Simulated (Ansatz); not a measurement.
`B[SiH2][CH2][GeH3]` and `B[SiH2]C` differ in one atom or group.

Ansatz, PBE0-D4/def2-TZVP geometries, multiplicity 1. Each molecule was computed in one conformer, which needn't be the lowest.

Scalar relativity is left out up to krypton.

| property | `B[SiH2][CH2][GeH3]` |
| --- | --- |
| LUMO energy (PBE0/def2-TZVPP) / eV | -2.40 |
| LUMO energy (B3LYP/def2-TZVPP) / eV | -2.61 |
| LUMO energy (ωB97M-V/def2-TZVPP) / eV | -0.44 |
| size of the dipole moment (PBE/def2-TZVPP) / D | 0.92 |
| HOMO energy (B3LYP/def2-TZVPP) / eV | -7.73 |
| size of the dipole moment (B3LYP/def2-TZVPP) / D | 0.98 |

**Question.** What does the change do to each property? (Best estimate.)

**Answer.** The calculation gave: 
```tsv
property	`B[SiH2]C`	shift
LUMO energy (PBE0/def2-TZVPP) / eV	-2.31	0.09
LUMO energy (B3LYP/def2-TZVPP) / eV	-2.52	0.09
LUMO energy (ωB97M-V/def2-TZVPP) / eV	-0.36	0.08
size of the dipole moment (PBE/def2-TZVPP) / D	0.75	-0.17
HOMO energy (B3LYP/def2-TZVPP) / eV	-7.92	-0.19
size of the dipole moment (B3LYP/def2-TZVPP) / D	0.72	-0.26
```

With PBE0 the HOMO falls by 0.19 eV and the LUMO rises by 0.09 eV, so the gap widens by about 0.28 eV. PBE moves the HOMO by -0.14 eV and ωB97M-V by -0.24 eV. Dipoles are sizes alone; their direction can turn.

B3LYP here is the variant with VWN-RPA as its local correlation; programs differ in this.
